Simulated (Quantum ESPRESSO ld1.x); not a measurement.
These are the eigenvalues of the occupied orbitals of an atom or ion with whole-number occupations (eV). All-electron calculation, non-relativistic Kohn-Sham, LDA (Slater exchange, VWN5 correlation), spin-polarised, spherical densities, point nucleus. Program: ld1.x of Quantum ESPRESSO 7.5.

| orbital | eigenvalue |
|---|---|
| 1s up | -875.925 |
| 1s down | -873.572 |
| 2s up | -79.3852 |
| 2s down | -74.9581 |
| 2p up | -56.9021 |
| 2p down | -52.2035 |

Which element is it, and in what charge state? The configuration may be excited. Open shells, if any, are filled with parallel spins first.

Answer. Z = 10, neon, charge +2: Ne2+ in [He] 2s2 2p4. The list shows which subshells hold electrons but not how many an open one holds; the 1s level, -32.19 hartree, gives Z - s = 8.0 by -(Z - s)^2/2, which with screening narrows Z to a few neighbours, and the depths of the outer levels then fix element, charge and occupations together.
